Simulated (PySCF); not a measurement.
Cd(Cl)(Me), SMILES [CH3][Cd][Cl] (B3LYP/def2-SVP optimised geometry):

```
6

Cd     0.087     0.172     0.000
Cl     2.404     0.172     0.000
C     -2.028     0.181    -0.001
H     -2.393     0.552     0.967
H     -2.404    -0.839    -0.167
H     -2.391     0.839    -0.804
```

Level of theory: B3LYP/def2-TZVP, def2 effective core potentials past Kr in PySCF 2.14.0.

### Question
What are the frontier orbital energies and the dipole moment?

### Answer
HOMO-2 -8.07 eV, HOMO-1 -8.01 eV, HOMO -8.01 eV, LUMO -1.27 eV, LUMO+1 -0.63 eV; dipole moment 3.24 D.
